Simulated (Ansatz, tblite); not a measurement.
Cost and result up the ladder for Al8Sb7I3 (18 atoms). Total charge 0; singlet. Geometry: PBE-D4/def2-SVP.

```xyz
18

Sb    0.7010    2.0087    1.6774
Sb   -2.6899    2.4518   -0.8924
Sb    1.5206   -2.1652    3.1888
Sb   -2.5025   -1.5512    1.9515
Sb    1.2029    1.0602   -2.8895
Sb   -2.0268   -2.1858   -2.6194
Sb    1.8112   -2.3857    0.2726
Al    0.8893    0.1254   -0.4037
Al    2.3800   -0.0952    1.9044
Al   -0.0484    2.7697   -1.0082
Al   -1.6478    0.6136    0.7208
Al   -0.9251   -1.9389   -0.1677
Al   -1.4562    0.3882   -2.0906
Al   -0.4317   -0.2785    3.1220
Al    0.4806   -1.5506   -2.9795
I     1.1296    4.9579   -1.4166
I    -0.7537    0.7912    5.3895
I     2.3666   -3.0154   -3.7593
```

Ansatz on 2 threads of AMD EPYC 7R13 on a shared host and a share (18 GiB) of an NVIDIA H100 80GB HBM3; xTB runs through tblite on one thread. Times are rough, summed over both states, and most runs start from the orbitals of an earlier one. PBE0-D4/def2-TZVP serves as the yardstick here, not as an exact answer. The other state is a doublet.

In the def2 sets I, Sb take a core potential; there is no spin–orbit coupling. The xTB rows come from tblite. Single mean-field runs in def2-TZVP are fitted with def2-universal-jkfit. HOMO above LUMO, or a gap near zero within one spin, warns that the state may not be the lowest or that an electron is smeared out.

Run but left out: HF/def2-TZVP (singlet: restricted singlet, unstable in another Hartree–Fock run and untested here).

Raw xTB energies of ions are shifted by several eV.

```tsv
level	functions	wall time
GFN1-xTB	162	0.39 s
GFN2-xTB	162	1 s
PBE-D4/def2-TZVP (with forces)	796	35 s
PBE0-D4/def2-TZVP (with forces)	796	60 s
```

Estimate what each level gives for the vertical IE (eV).


| level | vertical IE (eV) | difference from PBE0-D4/def2-TZVP (eV) | remarks |
| --- | --- | --- | --- |
| GFN1-xTB | 9.73 | 2.55 | – |
| GFN2-xTB | 9.98 | 2.80 | – |
| PBE-D4/def2-TZVP (with forces) | 6.94 | -0.24 | gap within one spin near zero (+1 doublet) |
| PBE0-D4/def2-TZVP (with forces) | 7.18 | 0.00 | – |
